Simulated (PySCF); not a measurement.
HfO2, charge -1, multiplicity 2. Atoms are numbered in the order given.

```xyz
3

Hf     0.0000     0.0000     0.1868
O      0.0000     1.5147    -0.8404
O      0.0000    -1.5147    -0.8404
```
Charge -1, spin multiplicity 2.

Geometry: B3LYP-D3(BJ)/def2-TZVPD. The spin state was assumed, not searched. The isomer is the one that the SMILES or the coordinates give; other isomers of the formula were not compared. The def2 effective core potentials stand for the cores of Hf; spin–orbit coupling is left out.

Level of theory: PBE0/def2-TZVPD run with PySCF.

Mulliken values depend strongly on the basis, most of all with diffuse functions as here. ESP charges are fitted to the potential on shells at 1.4 to 2.0 van der Waals radii. Atomic charges (e):

| atom | Mulliken | ESP fit | Mulliken spin |
|---|---|---|---|
| Hf1 | 0.50 | 0.30 | 1.23 |
| O2 | -0.75 | -0.65 | -0.12 |
| O3 | -0.75 | -0.65 | -0.12 |
